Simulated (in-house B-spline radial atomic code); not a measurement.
**Binding energies in neutral caesium**

NIST's tabulated ground configuration is [Xe] 6s1; each binding energy is the energy of the ion with one electron taken from that subshell, relaxed, less that of the parent. Level of theory: Dirac-Hartree-Fock, average of configuration, Fermi nucleus of rms radius 4.8041 fm; calculated with a radial B-spline atomic code at the basis-set limit. Energies include first-order Breit, QED and recoil terms.

```tsv
subshell	X-ray name	binding energy (eV)	-ε (eV)	relaxation (eV)
2p1/2	L2	5366.6	5421.8	41.4
2p3/2	L3	5018.8	5068.2	39.9
3p1/2	M2	1075.9	1095.7	17.6
3p3/2	M3	1007.9	1026.2	17.0
3d3/2	M4	746	765.3	18.7
3d5/2	M5	732.1	750.8	18.5
4p1/2	N2	190.9	197.6	6.4
4p3/2	N3	177	183.3	6.2
4d3/2	N4	84.21	89.87	5.67
4d5/2	N5	81.95	87.45	5.58
5p1/2	O2	18.36	19.77	1.40
5p3/2	O3	16.65	17.94	1.29
6s	P1	3.47	3.49	0.01
```

Relaxation = -ε minus the binding energy without Breit, QED and recoil terms.

Emission lines follow as differences of binding energies, with λ = 12398.42 eV·Å / E:

```csv
line,holes,energy (eV),wavelength (Å)
L3-M5,2p3/2 → 3d5/2,4286.7,2.8923
L2-M4,2p1/2 → 3d3/2,4620.6,2.6833
L2-N4,2p1/2 → 4d3/2,5282.4,2.3471
```

Problem. What does it cost to remove both a 3d5/2 and a 6s electron?

Solution. 741.36 eV, which is 5.815 eV more than the two single binding energies together.

Problem. What does it cost to remove both a 4d5/2 and a 5p3/2 electron?

Solution. 109.57 eV, which is 10.98 eV more than the two single binding energies together.

Problem. What does it cost to remove both a 5p3/2 and a 5p1/2 electron?

Solution. 44.314 eV, which is 9.309 eV more than the two single binding energies together.
